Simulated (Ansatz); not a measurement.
Isolated molecules relaxed with PBE0-D4/def2-TZVP in Ansatz; ΔE leaves out vibrations. CCSD(T)/CBS adds triple-zeta CCSD(T) − MP2 to the extrapolated MP2 energy (def2 sets, frozen cores). DFT in def2-TZVPP. Each species was taken in one conformer, which may not be the lowest.

Reaction (substitution at a C–Si bond): `C#C[SiH](C#C)C#C` + `O[SiH2]F` → `C#CO[SiH2]F` + `C#C[SiH2]C#C`

Task: Is it downhill or uphill in electronic energy at CCSD(T)/CBS, and by how much? (Best estimate.)

Result: Computed: Uphill: ΔE = +34.7 kcal/mol.

Task: What do these levels give: LDA (SPW92), PBE0-D4, r2SCANh-D4, PBE, HF/def2-TZVPP, MP2/def2-QZVPP? (Estimate.)

Result: The calculation gave: LDA (SPW92) 26.8, PBE0-D4 30.2, r2SCANh-D4 31.4, PBE 29.1, HF/def2-TZVPP 30.8, MP2/def2-QZVPP 36.3 kcal/mol.

Largest T1 diagnostic among the species: 0.014.

From PBE to PBE0 (25 % exact exchange), in def2-TZVPP and without D4, ΔE moves by +0.7 kcal/mol. At CCSD(T), def2-SVP lies −6.4 kcal/mol from the extrapolated value and def2-TZVPP −0.9 kcal/mol. Leaving LDA and LC-ωPBE aside and taking each functional with its dispersion term where it has one, the values, not all of them listed here, spread over 2.9 kcal/mol, from PBE-D4 to B2PLYP. LDA lies −2.3 kcal/mol from PBE without D4.
